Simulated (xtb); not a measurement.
B(Cl)2(OH) (BCl2HO), SMILES ClB(O)Cl. All values are semi-empirical tight-binding results from xtb (GFN2-xTB unless named), good for trends rather than for accurate numbers. The structure is a stationary point at GFN2-xTB. One conformer was computed; it need not be the lowest.

Optimised geometry:

Bonded distances (Å): B1–Cl2 1.750, B1–Cl3 1.721, B1–O4 1.328, O4–H5 0.959. Bond angles (°): Cl2–B1–Cl3 119.9, Cl2–B1–O4 121.8, Cl3–B1–O4 118.2, B1–O4–H5 119.9.

Computed properties:
```
Item                                            Result
---------------------------------------  -------------
point group as xtb finds it                         Cs
orbital gap                                    5.46 eV
dipole moment                                   2.75 D
zero-point energy                        12.2 kcal/mol
G − E(el) at 298.15 K (modified RRHO)    -5.7 kcal/mol
static polarisability (D4 model)            46.5 bohr³
solvation energy, GFN2-xTB/ALPB(water)   -7.1 kcal/mol
solvation energy, GFN2-xTB/ALPB(hexane)  -3.6 kcal/mol
```

Computed atomic charges and the Wiberg bond orders between heavy atoms:
charges (e) B1 0.51, Cl2 -0.25, Cl3 -0.20, O4 -0.41, H5 0.35. Bond orders B1–Cl2 1.02, B1–Cl3 1.08, B1–O4 1.28.
